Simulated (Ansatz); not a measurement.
`[SiH3][SiH2][TeH]` + PH₃ → `P[TeH]` + `[SiH3][SiH3]`  (ligand exchange at a Te–Si bond)

Computed with Ansatz on PBE0-D4/def2-TZVP structures; ΔE is electronic, products minus reactants. CCSD(T)/CBS adds triple-zeta CCSD(T) − MP2 to the extrapolated MP2 energy (def2 sets, frozen cores). This one scheme is used for every species. Functionals use def2-TZVPP. def2 core potentials past Kr. For Te outer-core shells are correlated without core-valence functions, which leaves a few kJ/mol of doubt a bond.

```json
{"species": "`[SiH3][SiH2][TeH]`", "PBE energy (Eh)": "-850.32162"}
{"species": "PH₃", "PBE energy (Eh)": "-342.98374"}
{"species": "`P[TeH]`", "PBE energy (Eh)": "-611.02187"}
{"species": "`[SiH3][SiH3]`", "PBE energy (Eh)": "-582.27381"}
```

Question: Work out ΔE.

Answer: ΔE = (-611.02187) + (-582.27381) − (-850.32162) − (-342.98374) = 0.00968 Eh = +0.26 eV. CCSD(T)/CBS gives +0.33 eV.

Largest T1 diagnostic among the species: 0.013.

Leaving LDA and LC-ωPBE aside and taking each functional with its dispersion term where it has one, the values, not all of them listed here, spread over 0.09 eV, from BLYP-D4 to PBE-QIDH. LDA lies +0.04 eV from PBE without D4. From BLYP to BHLYP (50 % exact exchange), in def2-TZVPP and without D4, ΔE moves by +0.07 eV.
